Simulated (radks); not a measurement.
Q: Valence configurations of Zn II (all share [Ar]). Calculated with a radial shooting solver on a logarithmic mesh with Libxc functionals: scalar-relativistic Kohn-Sham, r2SCAN, spin-polarised, spherical densities, finite nucleus; open shells are filled with parallel spins first; meta-GGA in the generalised Kohn-Sham scheme; Fermi nuclear charge, rms radius 3.9283 fm. Order these by energy: 3d10 4s1; 3d8.5 4s2 4p0.5; 3d8.5 4s1 4p1.5; 3d8.5 4p2.5; 3d9 4s1 4p1; 3d9 4s2; 3d10 4p1; 3d7.5 4p3.5; 3d9.5 4s1 4p0.5; 3d10 4s0.5 4p0.5.

A: From the lowest, in eV above it: 3d10 4s1 0.000; 3d10 4s0.5 4p0.5 3.342; 3d9.5 4s1 4p0.5 6.455; 3d10 4p1 6.582; 3d9 4s2 8.524; 3d9 4s1 4p1 14.077; 3d8.5 4s2 4p0.5 17.750; 3d8.5 4s1 4p1.5 22.995; 3d8.5 4p2.5 31.055; 3d7.5 4p3.5 56.085. NIST lists [Ar] 3d10 4s1 as the ground configuration; this level of theory agrees among the configurations tried. The energies are those of spherical high-spin densities, not of single terms.
